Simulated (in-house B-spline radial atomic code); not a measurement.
# Binding energies in neutral neon

NIST's tabulated ground configuration is [He] 2s2 2p6; each binding energy is the energy of the ion with one electron taken from that subshell, relaxed, less that of the parent. All numbers are computed (Dirac-Hartree-Fock, average of configuration; Fermi nucleus of rms radius 3.0055 fm) with an all-electron radial atomic-structure program (B-spline basis), not measured. Energies include first-order Breit, QED and recoil terms.

```json
{"subshell": "1s", "X-ray name": "K", "binding energy (eV)": "869.3", "-ε (eV)": "893.0", "relaxation (eV)": "23.2"}
{"subshell": "2s", "X-ray name": "L1", "binding energy (eV)": "49.43", "-ε (eV)": "52.68", "relaxation (eV)": "3.23"}
{"subshell": "2p1/2", "X-ray name": "L2", "binding energy (eV)": "19.88", "-ε (eV)": "23.21", "relaxation (eV)": "3.32"}
{"subshell": "2p3/2", "X-ray name": "L3", "binding energy (eV)": "19.79", "-ε (eV)": "23.08", "relaxation (eV)": "3.29"}
```

Relaxation = -ε minus the binding energy without Breit, QED and recoil terms.

Emission lines follow as differences of binding energies, with λ = 12398.42 eV·Å / E:

```
line       holes  energy (eV)  wavelength (Å)
K-L3  1s → 2p3/2        849.5          14.595
K-L2  1s → 2p1/2        849.4          14.596
```

What screening constant σ does Moseley's law, E = (3/4)·13.6057 eV·(Z - σ)², need for K-L3?

σ = 0.88.

What does it cost to remove two 2p3/2 electrons?

60.962 eV, which is 21.38 eV more than the two single binding energies together.

What does it cost to remove both a 2s and a 2p3/2 electron?

88.751 eV, which is 19.53 eV more than the two single binding energies together.

What does it cost to remove both a 1s and a 2p3/2 electron?

915.49 eV, which is 26.38 eV more than the two single binding energies together.
